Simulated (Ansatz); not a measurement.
Cost and result for the atomization energy of C₃H₈OSn (`C[CH](C)[Sn][OH]`) (13 atoms, 12 bonds).

Cartesian coordinates in Å:
```
C -1.011 0.351 0.897
C -0.530 0.114 -0.527
C 0.788 0.822 -0.802
Sn -0.352 -2.064 -0.936
O 1.048 -2.399 0.431
H -1.114 1.422 1.113
H -1.985 -0.110 1.094
H -0.310 -0.052 1.636
H -1.288 0.490 -1.225
H 1.120 0.705 -1.839
H 1.594 0.446 -0.162
H 0.713 1.900 -0.610
H 1.328 -1.627 0.931
```

Total charge 0; spin multiplicity 1. Correlated methods include outer-core shells of Sn, which these sets cover unevenly. Sn takes the def2 core potential. The structure was optimised at the PBE0-D4/def2-TZVP level. It is one conformer, not always the lowest. Program: Ansatz. All runs use 8 threads of an Arm Neoverse V1 on a shared host. Times are those of one run each, without the atoms' runs, and a repeat can differ threefold. Electronic energies, without spin–orbit coupling; frozen cores. CCSD(T)/CBS adds CCSD(T) − MP2 in def2-TZVPP to the MP2 limit, and its time is that of the two runs behind it. T1 = 0.015. With those shells the extrapolation isn't a true limit. HSE06 is the plane-wave form, built on full-range PBE exchange.

CCSD(T)/CBS is a level of theory with its own doubt, some kJ/mol a heavy atom from the limit and from the frozen cores, so smaller differences don't rank the functionals.

| level | functions | wall time |
| --- | --- | --- |
| LDA (SPW92)/def2-TZVPP | 286 | 1.2 s |
| PBE-D4/def2-TZVPP (with forces) | 286 | 2.8 s |
| BHLYP-D4/def2-TZVPP | 286 | 2.8 s |
| HSE06-D4/def2-TZVPP | 286 | 3 s |
| CAM-B3LYP-D4/def2-TZVPP | 286 | 3.2 s |
| r2SCAN-D4/def2-TZVPP (with forces) | 286 | 4.3 s |
| r2SCANh-D4/def2-TZVPP | 286 | 4.8 s |
| PBE-QIDH/def2-TZVPP | 286 | 6 s |
| ωB97X-V/def2-TZVPP | 286 | 7 s |
| CCSD(T)/def2-SVP | 122 | 10 s |
| MP2/def2-QZVPP | 550 | 25 s |
| CCSD(T)/def2-TZVPP | 286 | 5.2 min |
| CCSD(T)/CBS(def2) | – | 5.6 min |

Question: What atomization energy does each give, and how far from CCSD(T)/CBS? (Best estimate.)

Answer: Computed: 
```
                             level  atomization (kJ/mol)  difference from CCSD(T)/CBS  per bond
            LDA (SPW92)/def2-TZVPP                5505.6                        664.7      55.4
   PBE-D4/def2-TZVPP (with forces)                4914.9                         74.0       6.2
               BHLYP-D4/def2-TZVPP                4681.5                       -159.4     -13.3
               HSE06-D4/def2-TZVPP                4827.6                        -13.3      -1.1
           CAM-B3LYP-D4/def2-TZVPP                4835.9                         -5.0      -0.4
r2SCAN-D4/def2-TZVPP (with forces)                4825.3                        -15.6      -1.3
             r2SCANh-D4/def2-TZVPP                4795.4                        -45.5      -3.8
               PBE-QIDH/def2-TZVPP                4785.2                        -55.7      -4.6
                ωB97X-V/def2-TZVPP                4826.0                        -14.9      -1.2
                  CCSD(T)/def2-SVP                4568.3                       -272.6     -22.7
                    MP2/def2-QZVPP                4845.7                          4.8       0.4
                CCSD(T)/def2-TZVPP                4715.3                       -125.6     -10.5
                 CCSD(T)/CBS(def2)                4840.9                          0.0       0.0
```

The D4 term adds +48.6 kJ/mol with B3LYP and +25.6 kJ/mol with PBE0; it sums over pairs of atoms, weighted by their polarisabilities, and B3LYP, whose exchange is more repulsive, gets the larger term. At CCSD(T), def2-SVP lies −272.6 kJ/mol from the extrapolated value and def2-TZVPP −125.6 kJ/mol: correlation converges slowly with the basis, and small sets miss more of it in the bonded molecule than in its fragments. From PBE to PBE0 (25 % exact exchange), in def2-TZVPP and without D4, the atomization energy moves by −85.1 kJ/mol: exact exchange takes away binding that semilocal exchange gives to molecules.

B3LYP here is the variant with VWN-RPA as its local correlation; programs differ in this.

Spin–orbit coupling would lower the free Sn atoms strongly, and the atomization energy with them, by more than many differences here. For some Ge, Se and Sn compounds the MP2-based and the directly extrapolated limit differ by 10 to 25 kJ/mol.
